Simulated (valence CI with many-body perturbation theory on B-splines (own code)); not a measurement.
## Pd XLI: E2, E3, M1, M2 decay

Calculated by configuration interaction combined with many-body perturbation theory (CI+MBPT): four valence electrons over a frozen Dirac-Fock core [He], radial functions for each j: 11 s, 11 p, 9 d, 7 f, 5 g, 2 h, 1 i, with the one-electron correlation potential Σ1, the two-electron term Σ2, the three-electron term Σ3, Breit, model QED; selected CI, second order for the rest (own B-spline code, finite nucleus).

No measured spectrum was set against this ion. As an estimate, large intervals hold to a few tenths of a per cent, small ones and those within an open d or f shell to about a per cent. Among the levels kept, up to 280 cm⁻¹ of a level comes from second order outside the variational space, and about a tenth of that is noise between levels of different J, which matters for small intervals.

Lines 1 to 43 of 43 in falling wavelength, among levels below 4004.6 eV, chosen from the decays that carry over 1 % of a level's rate. Wavelengths and rates use the calculated energies. Electric multipoles are in the length gauge, E1 and E2 with the static RPA response of the core. Weak lines are less certain than strong ones. Lines between different terms over intervals too small for the method are left out, as are lines whose strength nearly cancels. The highest levels of a list are the least certain.

Levels are named by their leading jj configuration (3d3/2^4 stands for four electrons in 3d with j = 3/2), which in mixed levels can hold well under half, so a name can repeat and another be missing. Letters in brackets count levels of one name in rising energy.

```
λ vac (nm)                           Upper                       Lower  Type   A (s⁻¹)  Branch %
     91.24          (2s^2 2p1/2 2p3/2) J=2      (2s^2 2p1/2 2p3/2) J=1    M1  7.23e+03      27.2
     7.813          (2s^2 2p1/2 2p3/2) J=1          (2s^2 2p1/2^2) J=0    M1  2.73e+07     100.0
     7.359              (2s^2 2p3/2^2) J=2      (2s^2 2p1/2 2p3/2) J=2    M1  2.41e+07      45.0
     7.197          (2s^2 2p1/2 2p3/2) J=2          (2s^2 2p1/2^2) J=0    E2  1.93e+04      72.8
     6.810              (2s^2 2p3/2^2) J=2      (2s^2 2p1/2 2p3/2) J=1    M1  2.52e+07      47.1
     5.773              (2s^2 2p3/2^2) J=0      (2s^2 2p1/2 2p3/2) J=1    M1  7.42e+07      98.2
    0.3916          (2s^2 2p3/2 3d5/2) J=4            (2s 2p3/2^3) J=2    E2  4.39e+08       4.3
    0.3749          (2s^2 2p3/2 3d5/2) J=4  (2s 2p1/2 2p3/2^2) J=2 [b]    E2  2.73e+08       2.7
    0.3692          (2s^2 2p3/2 3d5/2) J=4      (2s 2p1/2 2p3/2^2) J=3    E2  6.06e+08       6.0
    0.3682      (2s 2p1/2 2p3/2 3p3/2) J=4  (2s 2p1/2 2p3/2^2) J=2 [b]    E2  2.62e+09       1.7
    0.3681          (2s^2 2p3/2 3p1/2) J=2          (2s^2 2p3/2^2) J=0    E2  2.43e+10       2.6
    0.3667          (2s^2 2p1/2 3p1/2) J=1      (2s^2 2p1/2 2p3/2) J=2    E2  7.56e+10      21.5
    0.3665          (2s 2p1/2^2 3p1/2) J=0      (2s 2p1/2^2 2p3/2) J=2    E2  1.39e+11       5.1
    0.3661          (2s^2 2p3/2 3d5/2) J=4  (2s 2p1/2 2p3/2^2) J=2 [a]    E2  1.32e+08       1.3
    0.3652          (2s^2 2p1/2 3p1/2) J=1      (2s^2 2p1/2 2p3/2) J=1    E2  7.32e+10      20.8
    0.3649          (2s^2 2p3/2 3p1/2) J=1          (2s^2 2p3/2^2) J=2    E2  8.17e+10       5.6
    0.3646          (2s^2 2p3/2 3p1/2) J=2          (2s^2 2p3/2^2) J=2    E2  1.01e+11      10.7
    0.3642          (2s^2 2p1/2 3p1/2) J=0      (2s^2 2p1/2 2p3/2) J=2    E2  1.37e+11       9.9
    0.3627      (2s 2p1/2 2p3/2 3p3/2) J=4      (2s 2p1/2 2p3/2^2) J=3    E2  3.53e+10      23.5
    0.3622  (2s 2p1/2 2p3/2 3p3/2) J=0 [b]  (2s 2p1/2 2p3/2^2) J=2 [b]    E2  6.29e+10       4.1
    0.3607          (2s^2 2p3/2 3p3/2) J=3          (2s^2 2p3/2^2) J=2    E2  4.72e+10       2.9
    0.3606      (2s 2p1/2 2p3/2 3p1/2) J=0  (2s 2p1/2 2p3/2^2) J=2 [a]    E2  1.27e+11       3.6
    0.3605          (2s^2 2p3/2 3p3/2) J=1          (2s^2 2p3/2^2) J=2    E2  5.68e+10       2.7
    0.3604          (2s 2p1/2^2 3p3/2) J=2      (2s 2p1/2^2 2p3/2) J=2    E2  5.07e+10       1.4
    0.3603          (2s^2 2p1/2 3p3/2) J=2      (2s^2 2p1/2 2p3/2) J=2    E2  4.98e+10       8.8
    0.3597      (2s 2p1/2 2p3/2 3p3/2) J=4  (2s 2p1/2 2p3/2^2) J=2 [a]    E2  1.86e+09       1.2
    0.3589          (2s^2 2p1/2 3p3/2) J=2      (2s^2 2p1/2 2p3/2) J=1    E2  2.28e+10       4.0
    0.3571          (2s^2 2p3/2 3p3/2) J=0          (2s^2 2p3/2^2) J=2    E2  1.55e+11       4.0
    0.3567      (2s 2p1/2 2p3/2 3d5/2) J=5      (2s 2p1/2 2p3/2^2) J=3    M2  1.57e+09      21.2
    0.3541          (2s^2 2p3/2 3d5/2) J=4          (2s^2 2p3/2^2) J=2    M2  1.46e+09      14.4
    0.3540  (2s 2p1/2 2p3/2 3p3/2) J=0 [b]  (2s 2p1/2 2p3/2^2) J=2 [a]    E2  2.72e+10       1.8
    0.3505          (2s^2 2p3/2 3d5/2) J=4      (2s 2p1/2^2 2p3/2) J=2    E2  1.04e+09      10.3
    0.3446      (2s 2p1/2 2p3/2 3p3/2) J=4      (2s 2p1/2^2 2p3/2) J=2    E2  8.19e+10      54.4
    0.3438          (2s^2 2p3/2 3p3/2) J=3      (2s^2 2p1/2 2p3/2) J=2    E2  3.42e+10       2.1
    0.3438  (2s 2p1/2 2p3/2 3p3/2) J=1 [d]      (2s 2p1/2^2 2p3/2) J=1    E2  6.04e+10       1.6
    0.3436          (2s^2 2p3/2 3p3/2) J=1      (2s^2 2p1/2 2p3/2) J=2    E2  5.44e+10       2.6
    0.3431          (2s^2 2p1/2 3p3/2) J=2          (2s^2 2p1/2^2) J=0    E2  6.59e+10      11.6
    0.3425          (2s^2 2p3/2 3p3/2) J=3      (2s^2 2p1/2 2p3/2) J=1    E2  4.31e+10       2.6
    0.3406          (2s^2 2p3/2 3p3/2) J=0      (2s^2 2p1/2 2p3/2) J=2    E2  7.90e+10       2.0
    0.3392      (2s 2p1/2 2p3/2 3d5/2) J=5      (2s 2p1/2^2 2p3/2) J=2    E3  1.75e+08       2.4
    0.3379          (2s^2 2p3/2 3d5/2) J=4      (2s^2 2p1/2 2p3/2) J=2    M2  4.58e+08       4.5
    0.3366          (2s^2 2p3/2 3d5/2) J=4      (2s^2 2p1/2 2p3/2) J=1    E3  1.11e+08       1.1
    0.3282      (2s 2p1/2 2p3/2 3d3/2) J=4      (2s^2 2p1/2 2p3/2) J=2    E2  1.05e+11      11.4
```
